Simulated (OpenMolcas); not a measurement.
## Te: Slater's ratio, worked from levels

| Property | Result |
| --- | --- |
| Program | OpenMolcas |
| Basis | ANO-R3 [8s7p5d4f3g2h] |
| Scalar Hamiltonian | X2C, finite nucleus |
| Active space | 4 electrons in 9 orbitals (RAS2 5p; RAS3 5d 6s, at most 1 electron) |
| State averaging | 2S+1 = 3 even, 3 roots; 2S+1 = 1 even, 6 roots; 2S+1 = 5 odd, 1 root; 2S+1 = 3 odd, 9 roots; 2S+1 = 1 odd, 8 roots |
| Spin-orbit coupling | state interaction with AMFI integrals over the reference wave functions, term energies averaged over their components |

Methods: RASSCF; SS-RASPT2, IPEA 0.25 Eh, imaginary shift 0.1 Eh (closed shells correlated: 4d 5s). Measured levels: NIST Handbook of Basic Atomic Spectroscopic Data.

**Slater's ratio.** With one set of orbitals, p4 has ¹D - ³P = 6 F2 and ¹S - ¹D = 9 F2 (F2 = F²/25), a ratio of 3/2. Term energies are centres of gravity, weighted by 2J + 1.

```tsv
Source	¹D - ³P	¹S - ³P	F2 from the first	Ratio
RASSCF	10416	25112	1736	1.411
SS-RASPT2	8339	23739	1390	1.847
measured	8451	21092	1408	1.496
```

Energies in cm-1. A ratio away from 3/2 shows effects beyond one configuration with one set of orbitals, and in heavier atoms second-order spin-orbit shifts.

CASPT2 breaks the degeneracy within a term, and the mean is taken; among the terms shown or strongly mixed into the levels shown the widest spread is 93 cm-1 (5s² 5p⁴ ¹D, SS-RASPT2). With the s shell closed, the reference lacks s² → p² mixing. No level of 5s² 5p³ 5d was computed, though it lies in the active space. Measured partners are found by configuration, term and J. A level has none where our copy of the source lacks it or the pairing is in doubt (some pairs that miss far off the trend of their configuration count as doubtful), and it then counts in no deviation. Levels of configurations outside the active space are missing.
